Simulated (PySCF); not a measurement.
# Ru+ (ruthenium, charge +1) across methods

[Kr] 4d6 5p1, one real determinant (an excited configuration). Computed with PySCF 2.14 in x2c-TZVPPall with one added diffuse shell each of s, p, d, f type (9s7p7d3f1g, 95 functions), with the spin-free X2C one-electron Hamiltonian (Gaussian nucleus).

```csv
method,E (hartree),mean ε 4d α (eV),mean ε 4d β (eV),mean ε 5p α (eV),Σ⟨r²⟩ (bohr²),⟨S²⟩
UHF,-4527.58281,-24.340,-20.644,-10.252,47.83,8.753
TPSSh,-4529.66,-18.370,-15.923,-8.551,46.52,8.751
LDA,-4524.77,-17.764,-15.252,-8.522,46.34,8.751
M06,-4529.85,-19.314,-16.725,-8.624,46.76,8.752
r2SCAN,-4529.84,-18.081,-15.344,-8.489,46.37,8.752
PBE0,-4529.51,-19.512,-16.798,-8.970,46.61,8.751
TPSS,-4529.65,-17.629,-15.290,-8.326,46.50,8.751
PBE,-4529.43,-17.661,-15.190,-8.411,46.56,8.751
```

Problem. Estimate the same row for LC-wPBE.

Solution. E (hartree) = -4529.41; mean ε 4d α (eV) = -22.295; mean ε 4d β (eV) = -19.739; mean ε 5p α (eV) = -10.815; Σ⟨r²⟩ (bohr²) = 46.41; ⟨S²⟩ = 8.751.

⟨L²⟩ = 8.06 against 12 for a pure F term, so this real determinant mixes terms.
